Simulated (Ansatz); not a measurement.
The cluster NbB₇ (the lowest singlet isomer of a short search), 8 atoms. Hardware: 2 threads of AMD EPYC 7R13 on a shared host.

In the def2 sets Nb takes a core potential; there is no spin–orbit coupling.

How many basis functions does each of these Ansatz runs have, and roughly what does it cost? PBE0-D4/def2-TZVP, charge 1 doublet, energy, from earlier orbitals; PBE with 40 % exact exchange/def2-SVP, charge 0 quintet, energy, from earlier orbitals; PBE0-D4/def2-TZVP, charge 0 singlet, energy, from earlier orbitals; r2SCAN-D4/def2-TZVP, charge 0 triplet, energy, from earlier orbitals; PBE with 10 % exact exchange/def2-SVP, charge 0 triplet, energy, from earlier orbitals; HF/STO-3G, charge 0 quintet, energy; PBE-D4/def2-SVP, charge 0 quintet, energy with a search over starts; PBE0-D4/def2-TZVP, charge 0 triplet, energy, from earlier orbitals; r2SCAN-D4/def2-TZVP, charge 0 singlet, energy, from earlier orbitals; BHLYP-D4/def2-TZVP, charge 0 quintet, energy, from earlier orbitals; HF/STO-3G, charge 0 singlet, energy; PBE-D4/def2-TZVP, charge 0 triplet, energy, from earlier orbitals.

Other jobs shared the machine, so times can vary by a factor of up to 3. A dash marks memory too small to be measured apart from the calling script's.

```
                                                                                   run  functions  fitting or Cholesky vectors  wall time  peak host memory (GiB)
                                                   HF/STO-3G, charge 0 singlet, energy         62                          813      0.8 s                       –
                                                   HF/STO-3G, charge 0 quintet, energy         62                          812      2.6 s                       –
PBE with 10 % exact exchange/def2-SVP, charge 0 triplet, energy, from earlier orbitals        129                         1355        6 s                       –
                    PBE0-D4/def2-TZVP, charge 0 singlet, energy, from earlier orbitals        257                         1554        8 s                    0.74
                  r2SCAN-D4/def2-TZVP, charge 0 singlet, energy, from earlier orbitals        257                         1501      8.5 s                       –
                     PBE-D4/def2-TZVP, charge 0 triplet, energy, from earlier orbitals        257                         1501        9 s                       –
PBE with 40 % exact exchange/def2-SVP, charge 0 quintet, energy, from earlier orbitals        129                         1531       16 s                    0.67
                    PBE0-D4/def2-TZVP, charge 0 triplet, energy, from earlier orbitals        257                         1554       17 s                       1
                   PBE-D4/def2-SVP, charge 0 quintet, energy with a search over starts        129                         1355       19 s                       –
                  r2SCAN-D4/def2-TZVP, charge 0 triplet, energy, from earlier orbitals        257                         1501       21 s                     0.6
                    PBE0-D4/def2-TZVP, charge 1 doublet, energy, from earlier orbitals        257                         1554       34 s                     1.4
                   BHLYP-D4/def2-TZVP, charge 0 quintet, energy, from earlier orbitals        257                         1903       36 s                     1.5
```
